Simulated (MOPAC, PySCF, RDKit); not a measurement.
Noncovalent pair: N2 (SMILES N#N) (first 2 atoms) with CH6Si (SMILES C[SiH3]); geometry from B3LYP-D3(BJ)/def2-TZVP, rigid monomers moved along the line of their centres of mass till N1···Si4 is 4.11 Å.
(charge 0, multiplicity 1):
```tsv
atom	x (Å)	y (Å)	z (Å)
N	1.2001	-0.0434	0.9390
N	0.8204	0.0548	-0.0787
C	0.6876	-0.2077	5.2024
Si	-0.9832	0.1103	4.4132
H	1.4660	-0.2807	4.4416
H	0.6777	-1.1400	5.7699
H	0.9542	0.6006	5.8859
H	-0.9681	1.3776	3.6425
H	-2.0406	0.2103	5.4492
H	-1.3451	-0.9898	3.4864
```

Interaction energies are E(AB) − E(A) − E(B) at the monomers' geometry in the complex; basis-set methods are counterpoise corrected. Rows marked so take none. RDKit's UFF carries no charges.

Rows in 3-21G, STO-3G carry no dispersion term and start afresh at each structure. The state reached by PM3 isn't checked.

Programs: MOPAC for PM3 (differences of heats of formation); PySCF for 3-21G rows, STO-3G rows; RDKit for the force fields. 

Question: One of these levels gives -0.53 kcal/mol for the interaction energy. Name it.
(A) PM3
(B) HF/STO-3G (no counterpoise)
(C) UFF
(D) B3LYP/3-21G (no counterpoise)

Answer: C, UFF. The others give 0.36 (PM3), -0.14 (HF/STO-3G (no counterpoise)), -1.18 (B3LYP/3-21G (no counterpoise))
